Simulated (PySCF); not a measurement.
F4Se, charge +1, doublet (typed; the unrestricted solution is spin-contaminated), at a GFN2-xTB geometry (a state made from the parent by changing its charge; the spin is typed, not shown lowest); PySCF with B3LYP/STO-3G.

Here is a job for PySCF.
```python
from pyscf import gto, scf, dft

mol = gto.M(
    atom='''
Se    0.001759    0.000731    0.275805
F     0.733330    1.013486   -0.796471
F     1.483986   -1.077010    0.261507
F    -0.743397   -1.017666   -0.781672
F    -1.480565    1.078430    0.274707
''',
    basis='sto-3g',
    charge=1,
    spin=1,
    verbose=4,
    symmetry=True,
)

mf = dft.UKS(mol)
mf.xc = 'b3lyp'
mf.irrep_nelec = {'A1': (16, 15), 'A2': (3, 3), 'B1': (7, 8), 'B2': (9, 8)}
mf.kernel()
mf.analyze()
```

Problem. What does PySCF print? Leave out banner, timings and long lists.

Solution. 
```
PySCF version 2.14.0

[INPUT] verbose = 4
[INPUT] num. atoms = 5
[INPUT] num. electrons = 69
[INPUT] charge = 1
[INPUT] spin (= nelec alpha-beta = 2S) = 1
[INPUT] symmetry True subgroup None
[INPUT] Mole.unit = angstrom
[INPUT] Symbol           X                Y                Z      unit          X                Y                Z       unit  Magmom
[INPUT]  1 Se     0.001759000000   0.000731000000   0.275805000000 AA    0.003324028253   0.001381389797   0.521195913786 Bohr   0.0
[INPUT]  2 F      0.733330000000   1.013486000000  -0.796471000000 AA    1.385792858927   1.915210971081  -1.505112056158 Bohr   0.0
[INPUT]  3 F      1.483986000000  -1.077010000000   0.261507000000 AA    2.804327112689  -2.035253933418   0.494176609657 Bohr   0.0
[INPUT]  4 F     -0.743397000000  -1.017666000000  -0.781672000000 AA   -1.404816731823  -1.923110026282  -1.477145999241 Bohr   0.0
[INPUT]  5 F     -1.480565000000   1.078430000000   0.274707000000 AA   -2.797862359617   2.037937344515   0.519120994501 Bohr   0.0

nuclear repulsion = 471.868278308334
point group symmetry = C2v
symmetry origin: [-2.15968700e-07  3.77945225e-07  2.42964787e-07]
symmetry axis x: [-0.58803765 -0.80881209  0.00589245]
symmetry axis y: [ 0.80880841 -0.58806121 -0.00360124]
symmetry axis z: [0.00637784 0.0026482  0.99997615]
num. orbitals of irrep A1 = 17
num. orbitals of irrep A2 = 3
num. orbitals of irrep B1 = 9
num. orbitals of irrep B2 = 9
number of shells = 20
number of NR pGTOs = 114
number of NR cGTOs = 38
basis = sto-3g
ecp = {}

******** <class 'pyscf.dft.uks_symm.SymAdaptedUKS'> ********
method = SymAdaptedUKS
initial guess = minao
damping factor = 0
level_shift factor = 0
DIIS = <class 'pyscf.scf.diis.CDIIS'>
diis_start_cycle = 1
diis_space = 8
diis_damp = 0
SCF conv_tol = 1e-09
SCF conv_tol_grad = None
SCF max_cycles = 50
direct_scf = True
direct_scf_tol = 1e-13
number electrons alpha = 35  beta = 34
irrep_nelec {'A1': (16, 15), 'A2': (3, 3), 'B1': (7, 8), 'B2': (9, 8)}
XC library pyscf.dft.libxc version 7.1.2
    S. Lehtola, C. Steigemann, M. J. T. Oliveira, and M. A. L. Marques,  SoftwareX 7, 1–5 (2018)
XC functionals = b3lyp
    P. J. Stephens, F. J. Devlin, C. F. Chabalowski, and M. J. Frisch,  J. Phys. Chem. 98, 11623 (1994)
radial grids:
    Treutler-Ahlrichs [JCP 102, 346 (1995); DOI:10.1063/1.469408] (M4) radial grids

becke partition: Becke, JCP 88, 2547 (1988); DOI:10.1063/1.454033
pruning grids: <function nwchem_prune>
grids dens level: 3
symmetrized grids: True
atomic radii adjust function: <function treutler_atomic_radii_adjust>
small_rho_cutoff = 0
Freeze 69 electrons in irreps ['A1', 'A2', 'B1', 'B2']
    0 free electrons in irreps
Set gradient conv threshold to 3.16228e-05
tot grids = 77472
init E= -2765.72708118922

cycle= 1 E= -2767.55243762015  delta_E= -1.83  |g|= 0.238  |ddm|= 2.68

cycle= 2 E= -2767.53741003108  delta_E= 0.015  |g|= 0.28  |ddm|= 0.865

cycle= 3 E= -2767.59982685158  delta_E= -0.0624  |g|= 0.061  |ddm|= 0.564

cycle= 4 E= -2767.60377569735  delta_E= -0.00395  |g|= 0.0154  |ddm|= 0.171

cycle= 5 E= -2767.60415352995  delta_E= -0.000378  |g|= 0.00268  |ddm|= 0.0515

cycle= 6 E= -2767.60417982326  delta_E= -2.63e-05  |g|= 0.000657  |ddm|= 0.0175

cycle= 7 E= -2767.60418301392  delta_E= -3.19e-06  |g|= 0.000175  |ddm|= 0.00834

cycle= 8 E= -2767.60418326851  delta_E= -2.55e-07  |g|= 5.74e-05  |ddm|= 0.00227

cycle= 9 E= -2767.60418332189  delta_E= -5.34e-08  |g|= 1.85e-05  |ddm|= 0.00135

cycle= 10 E= -2767.60418332571  delta_E= -3.82e-09  |g|= 3.65e-06  |ddm|= 0.00039

cycle= 11 E= -2767.60418332588  delta_E= -1.69e-10  |g|= 1.07e-06  |ddm|= 7.78e-05

Extra cycle  E= -2767.60418332589  delta_E= -1.68e-11  |g|= 6.02e-07  |ddm|= 8.39e-06
converged SCF energy = -2767.60418332589  <S^2> = 1.7558085  2S+1 = 2.8325314
**** SCF Summaries ****
Total Energy =                       -2767.604183325894610
Nuclear Repulsion Energy =             471.868278308333686
One-electron Energy =                -4793.008553823477996
Two-electron Energy =                 1553.536092189249757
Two-electron Coulomb Energy =         1682.994328058695828
DFT Exchange-Correlation Energy =     -129.458235869445986
Wave-function symmetry = A2
alpha occupancy for each irrep:     A1   A2   B1   B2
                                    16    3    7    9
beta  occupancy for each irrep:     A1   A2   B1   B2
                                    15    3    8    8
**** MO energy ****
alpha MO #1 (A1 #1), energy= -449.187029596408 occ= 1
alpha MO #2 (A1 #2), energy= -56.5882634909115 occ= 1
alpha MO #3 (B1 #1), energy= -51.9194128968211 occ= 1
alpha MO #4 (A1 #3), energy= -51.9185526200437 occ= 1
alpha MO #5 (B2 #1), energy= -51.91731619577 occ= 1
alpha MO #6 (B2 #2), energy= -24.7402164931116 occ= 1
alpha MO #7 (A1 #4), energy= -24.7399598879664 occ= 1
alpha MO #8 (A1 #5), energy= -24.7065929292656 occ= 1
alpha MO #9 (B1 #2), energy= -24.7062805160684 occ= 1
alpha MO #10 (A1 #6), energy= -7.61735566907303 occ= 1
alpha MO #11 (B1 #3), energy= -5.66111689144662 occ= 1
alpha MO #12 (A1 #7), energy= -5.65592169514682 occ= 1
alpha MO #13 (B2 #3), energy= -5.65224657851824 occ= 1
alpha MO #14 (B1 #4), energy= -1.62912247645148 occ= 1
alpha MO #15 (A1 #8), energy= -1.61947868112371 occ= 1
alpha MO #16 (A1 #9), energy= -1.6122359568622 occ= 1
alpha MO #17 (A2 #1), energy= -1.61014225279319 occ= 1
alpha MO #18 (B2 #4), energy= -1.60656563451003 occ= 1
alpha MO #19 (A1 #10), energy= -1.47580199761362 occ= 1
alpha MO #20 (B1 #5), energy= -1.40653435145312 occ= 1
alpha MO #21 (B2 #5), energy= -1.39794177486255 occ= 1
alpha MO #22 (A1 #11), energy= -1.37473228034184 occ= 1
alpha MO #23 (A1 #12), energy= -0.896398645582086 occ= 1
alpha MO #24 (B2 #6), energy= -0.762814286444446 occ= 1
alpha MO #25 (B1 #6), energy= -0.702183819318588 occ= 1
alpha MO #26 (A1 #13), energy= -0.700044885793138 occ= 1
alpha MO #27 (A1 #14), energy= -0.580758366491845 occ= 1
alpha MO #28 (B2 #7), energy= -0.574180658205566 occ= 1
alpha MO #29 (A2 #2), energy= -0.554256167841357 occ= 1
alpha MO #30 (A1 #15), energy= -0.553219920832178 occ= 1
alpha MO #31 (B1 #7), energy= -0.545110962036589 occ= 1
alpha MO #32 (B2 #8), energy= -0.541323100513817 occ= 1
alpha MO #33 (A1 #16), energy= -0.497213940988602 occ= 1
alpha MO #34 (A2 #3), energy= -0.484948138842522 occ= 1
alpha MO #35 (B2 #9), energy= -0.22481987041964 occ= 1
alpha MO #36 (B1 #8), energy= -0.460512445262711 occ= 0
alpha MO #37 (B1 #9), energy= -0.175759167168799 occ= 0
alpha MO #38 (A1 #17), energy= -0.10887817998771 occ= 0
beta  MO #1 (A1 #1), energy= -449.185267202446 occ= 1
beta  MO #2 (A1 #2), energy= -56.5866718731328 occ= 1
beta  MO #3 (B1 #1), energy= -51.9183846699612 occ= 1
beta  MO #4 (A1 #3), energy= -51.9171246321522 occ= 1
beta  MO #5 (B2 #1), energy= -51.9140385296565 occ= 1
beta  MO #6 (B2 #2), energy= -24.7352401726379 occ= 1
beta  MO #7 (A1 #4), energy= -24.7349903934444 occ= 1
beta  MO #8 (A1 #5), energy= -24.7064744121547 occ= 1
beta  MO #9 (B1 #2), energy= -24.7061643024554 occ= 1
beta  MO #10 (A1 #6), energy= -7.6135081160606 occ= 1
beta  MO #11 (B1 #3), energy= -5.65875249678704 occ= 1
beta  MO #12 (A1 #7), energy= -5.65247193609098 occ= 1
beta  MO #13 (B2 #3), energy= -5.64526840595772 occ= 1
beta  MO #14 (B1 #4), energy= -1.62754769068957 occ= 1
beta  MO #15 (A1 #8), energy= -1.61661166654064 occ= 1
beta  MO #16 (A1 #9), energy= -1.60876620911473 occ= 1
beta  MO #17 (A2 #1), energy= -1.60692798885636 occ= 1
beta  MO #18 (B2 #4), energy= -1.60292362910882 occ= 1
beta  MO #19 (A1 #10), energy= -1.47121130842495 occ= 1
beta  MO #20 (B1 #5), energy= -1.40669504671185 occ= 1
beta  MO #21 (B2 #5), energy= -1.3843957242836 occ= 1
beta  MO #22 (A1 #11), energy= -1.36465488534305 occ= 1
beta  MO #23 (A1 #12), energy= -0.867464701245578 occ= 1
beta  MO #24 (B1 #6), energy= -0.70810011899665 occ= 1
beta  MO #25 (B2 #6), energy= -0.706474111244295 occ= 1
beta  MO #26 (A1 #13), energy= -0.675520444007496 occ= 1
beta  MO #27 (A2 #2), energy= -0.596875515092606 occ= 1
beta  MO #28 (B1 #7), energy= -0.586972606406058 occ= 1
beta  MO #29 (A1 #14), energy= -0.547973329157415 occ= 1
beta  MO #30 (A1 #15), energy= -0.542330383485281 occ= 1
beta  MO #31 (B1 #8), energy= -0.540447174307897 occ= 1
beta  MO #32 (A2 #3), energy= -0.539455778803014 occ= 1
beta  MO #33 (B2 #7), energy= -0.536832832835438 occ= 1
beta  MO #34 (B2 #8), energy= -0.526365572795424 occ= 1
beta  MO #35 (A1 #16), energy= -0.365951623858062 occ= 0
beta  MO #36 (B1 #9), energy= -0.166584915276934 occ= 0
beta  MO #37 (A1 #17), energy= -0.0935458644894337 occ= 0
beta  MO #38 (B2 #9), energy= -0.0791427510766792 occ= 0
 ** Mulliken pop alpha/beta on meta-lowdin orthogonal AOs **
 ** Mulliken pop       alpha | beta **
pop of  0 Se 1s        1.00000 | 1.00000
pop of  0 Se 2s        0.99998 | 0.99997
pop of  0 Se 3s        0.99994 | 0.99991
pop of  0 Se 4s        0.88303 | 0.76803
pop of  0 Se 2px       1.00000 | 1.00000
pop of  0 Se 2py       1.00000 | 1.00000
pop of  0 Se 2pz       1.00000 | 1.00000
pop of  0 Se 3px       0.99981 | 0.99938
pop of  0 Se 3py       0.99964 | 0.99940
pop of  0 Se 3pz       0.99959 | 0.99948
pop of  0 Se 4px       0.81166 | 0.45961
pop of  0 Se 4py       0.64372 | 0.43706
pop of  0 Se 4pz       0.63709 | 0.47839
pop of  0 Se 3dxy      0.99968 | 0.99939
pop of  0 Se 3dyz      0.99863 | 0.99887
pop of  0 Se 3dz^2     0.99997 | 0.99966
pop of  0 Se 3dxz      0.99928 | 0.99940
pop of  0 Se 3dx2-y2    0.99997 | 0.99994
pop of  1 F 1s        0.99998 | 0.99998
pop of  1 F 2s        0.97024 | 0.96697
pop of  1 F 2px       0.92443 | 0.90844
pop of  1 F 2py       0.85536 | 0.85671
pop of  1 F 2pz       0.77343 | 0.80087
pop of  2 F 1s        1.00000 | 0.99999
pop of  2 F 2s        0.99815 | 0.98247
pop of  2 F 2px       0.82304 | 0.67455
pop of  2 F 2py       0.68149 | 0.81834
pop of  2 F 2pz       0.98788 | 0.92243
pop of  3 F 1s        0.99998 | 0.99998
pop of  3 F 2s        0.97024 | 0.96697
pop of  3 F 2px       0.92187 | 0.90665
pop of  3 F 2py       0.85390 | 0.85568
pop of  3 F 2pz       0.77746 | 0.80369
pop of  4 F 1s        1.00000 | 0.99999
pop of  4 F 2s        0.99815 | 0.98247
pop of  4 F 2px       0.82335 | 0.67187
pop of  4 F 2py       0.68139 | 0.81915
pop of  4 F 2pz       0.98767 | 0.92431
In total            35.00000 | 34.00000
 ** Mulliken atomic charges   ( Nelec_alpha | Nelec_beta ) **
charge of  0Se =      0.88954  (    16.97199     16.13847 )
charge of  1F =     -0.05642  (     4.52344      4.53298 )
charge of  2F =      0.11165  (     4.49056      4.39778 )
charge of  3F =     -0.05642  (     4.52344      4.53298 )
charge of  4F =      0.11165  (     4.49056      4.39778 )

WARN: System has nonzero charge 1; the dipole moment is origin-dependent.
Location of origin: [0. 0. 0.]

Dipole moment(X, Y, Z, Debye):  0.00488,  0.00203,  0.76515
```
